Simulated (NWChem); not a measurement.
GaH2Br; SMILES [GaH2][Br]

This build's default masses of Se (78.918 u) and Br (79.917 u) are each other's, which moves their modes by up to 0.6 %.

**Question.** Give the equilibrium geometry at PBE0/def2-SVP (NWChem) as a list of bonds and angles, with the point group.

**Answer.** point group C2v; any orientation.
Bonded distances (Å): Ga1–H2 1.559, Ga1–H3 1.559, Ga1–Br4 2.297. Angles (°): H2–Ga1–H3 129.2, H2–Ga1–Br4 115.4, H3–Ga1–Br4 115.4.
